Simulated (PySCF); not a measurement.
# Calculated properties of `C[C@@H]1[C@@H](F)[C@@H]1OC(F)F`

Compound: C₅H₇F₃O.
SMILES with atom numbers: `[CH3:1][C@@H:2]1[C@@H:3]([F:4])[C@@H:5]1[O:6][CH:7]([F:8])[F:9]` (hydrogens: H10, H11, H12 on C1; H13 on C2; H14 on C3; H15 on C5; H16 on C7)

Among its groups: ether, C–F bond and cyclopropane ring.

PBE0-D3(BJ)/def2-SVP geometry optimisation, gas phase (PySCF):

* Point group: C1
* Rotational constants A, B, C: 2.523, 1.023, 0.850 GHz

**B3LYP/def2-SVPD ground state, ΔSCF and vertical TDDFT (core frozen in the response) (PySCF)**

- Dipole moment: 1.64 D
- HOMO energy: -7.93 eV
- LUMO energy: 0.28 eV
- HOMO–LUMO gap: 8.21 eV
- Lowest singlet excitation: 7.17 eV (173 nm, f = 0.004)
- Strongest line among the 10 lowest singlet transitions: S7 at 8.35 eV (148 nm, f = 0.021)
- Lowest triplet excitation (Tamm–Dancoff): 6.94 eV
- Static isotropic polarisability: 65.8 au
- Vertical ionisation energy: 10.19 eV
- Electronic spatial extent ⟨r²⟩ about the centre of nuclear charge: 1320 bohr²

**PBE0/pcSseg-1 ground state and GIAO shieldings, non-relativistic (PySCF)**

* Lowest Hirshfeld atomic charge: -0.13 e on O6
* Highest Hirshfeld atomic charge: +0.20 e on C7
* 13C chemical shifts (computed TMS as zero) by class: 122.4 (C7), 76.0 (C3), 57.1 (C5), 20.7 (C2), 10.1 (C1) ppm
* 1H chemical shifts (computed TMS as zero) by class: 6.03 (H16), 4.18 (H14), 3.43 (H15), 1.22 (H10/H11/H12), 1.18 (H13) ppm
* Isotropic shieldings of nuclei other than C and H, by class: 230 (O6), 271 (F8), 274 (F9), 404 (F4) ppm
* Mayer bond orders between heavy atoms: C1–C2 1.03, C2–C3 0.92, C3–F4 0.92, C3–C5 0.93, C5–O6 0.89, O6–C7 1.03, C7–F8 0.97, C7–F9 1.03, C5–C2 0.92

**B3LYP/pcJ-1 indirect spin-spin coupling, non-relativistic, gas phase; spin–dipole term left out for some pairs (PySCF)**

- Largest of the computed one-bond spin–spin couplings (means over like bonds): 19F–13C -328.7 (F8–C7), 19F–13C -312.4 (F9–C7), 19F–13C -298.3 (F4–C3), 13C–1H +218.2 (C7–H16), 13C–1H +203.5 (C3–H14), 13C–1H +192.2 (C5–H15), 13C–1H +164.7 (C2–H13), 13C–1H +135.4 (C1–H10 and 2 like it) Hz

Monoisotopic mass from the formula: 140.0449 u.

The vertical singlet–triplet gap S1 − T1 is 0.23 eV (TDDFT singlet less Tamm–Dancoff triplet; S1: HOMO→LUMO, weight 0.95; T1: HOMO→LUMO, weight 0.87). S1 lies 1.04 eV below the HOMO–LUMO gap; its leading configuration is HOMO→LUMO, weight 0.95. With B = h/(8π²I), that is 505.379 GHz u Å² over I, the principal moments of inertia are 200.3, 493.8 and 594.4 u Å² (most abundant isotopes); the inertial defect Ic − Ia − Ib is -99.7 u Å² (zero for a rigid planar frame, negative otherwise). In wavenumbers S1 is 57800 cm⁻¹ (1 eV = 8065.54 cm⁻¹).

 NMR classes are plain means over equivalent atoms (diastereotopic ones count apart unless rotation or inversion swaps them), as if these changed places fast; in this geometry the members of some classes differ.

Conformer computed: `[CH3:1][C@@H:2]1[C@@H:3]([F:4])[C@@H:5]1[O:6][CH:7]([F:8])[F:9]`: C3–C5–O6–C7 73°, C5–O6–C7–F8 -80°.

One conformer stands for the species.
